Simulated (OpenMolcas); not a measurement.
Ir+.

```yaml
Program: OpenMolcas
Basis: ANO-RCC-VTZP [8s7p5d3f1g]
Scalar_Hamiltonian: DKH2, point nucleus
Active_space: 8 electrons in 6 orbitals (5d 6s)
State_averaging: 2S+1 = 5 even, 15 roots; 2S+1 = 3 even, 75 roots; 2S+1 = 1 even, 49 roots
Spin-orbit_coupling: state interaction with AMFI integrals over the reference wave functions, term energies averaged over their components
```

Two sets of levels on these reference wave functions, in cm⁻¹ above 5d⁷ 6s ⁵F₅: one from CASSCF and one from MS-CASPT2, IPEA 0.25 Eh, imaginary shift 0.1 Eh (closed shells correlated: 5s 5p).

```tsv
Level	Set 1	Set 2
5d⁷ 6s ⁵F₅	0.0	0.0
5d⁷ 6s ⁵F₄ [71 %]	4850	5130
5d⁷ 6s ³P₂(1) [58 %]	4220	8810
5d⁷ 6s ⁵F₃	8880	9050
5d⁸ ³F₄	4270	10100
5d⁷ 6s ³F₄(1) [58 %]	11940	15060
5d⁷ 6s ⁵P₃	14170	17230
5d⁸ ³F₃	12350	18040
5d⁷ 6s ³P₀(1)	14760	20020
5d⁷ 6s ³G₅ [68 %]	18030	20230
5d⁷ 6s ³F₃(1) [63 %]	17590	21250
5d⁷ 6s ³H₆	23220	25990
5d⁶ 6s² ⁵D₄ [64 %]	17550	26340
5d⁷ 6s ³G₃	23860	26570
5d⁷ 6s ³H₅ [65 %]	25610	28900
5d⁶ 6s² ⁵D₃	22350	29660
```

Q: Which set is which?

A: Set 1 is MS-CASPT2. Its levels of the other terms of 5d⁷ 6s lie at 0.48 to 0.90 of the other set's values, as expected, since terms of lower spin or lower L gain more correlation energy than the Hund ground term. Against 7 measured levels (NIST Handbook of Basic Atomic Spectroscopic Data) the mean absolute deviation is 1100 cm-1 with it and 4800 cm-1 without; single levels miss by up to 2400 cm-1 with it.

CASPT2 does not keep the components of a term degenerate, so their means are used; among the terms shown or strongly mixed into the levels shown the widest spread is 1100 cm-1 (5d⁷ 6s ¹G(1), MS-CASPT2). Some levels mix across a computed gap that differs much from the measured one, so their mixing is not that of the real levels. Configurations are named by rounded mean occupations; where the s occupation lies near a half they are strongly mixed, a name can repeat and a true partner stay unpaired. A single d shell beside an s shell can misplace configurations of different d count against each other. Without dynamic correlation excited terms often stand tens of per cent too high (terms of higher spin than the ground term too low), and those without a measured partner can miss by more than the paired ones (holds for CASSCF). Blocks of more than 70 roots (2S+1 = 3 even) ran without multistate coupling (holds for MS-CASPT2). The CASPT2 spread within a term exceeds the gap to the next term for 5d⁷ 6s ³F(1) and 5d⁷ 6s ¹G(1), so the order of their levels is uncertain, and so are names and mixing where such terms share a J (holds for MS-CASPT2). Computed and measured levels are paired by configuration, term and J; levels that our copy of the source lacks, or whose pairing is in doubt (as where it misses far off the trend of its configuration), stay unpaired and out of the deviations. Only configurations of the active space appear. The table leaves out levels that lie high or whose names do not pair safely across all columns.

A share in square brackets marks a mixed level and gives the weight of the term that names it, the lowest over the columns. A number in round brackets counts repeated terms of one configuration in the order of the reference energies.
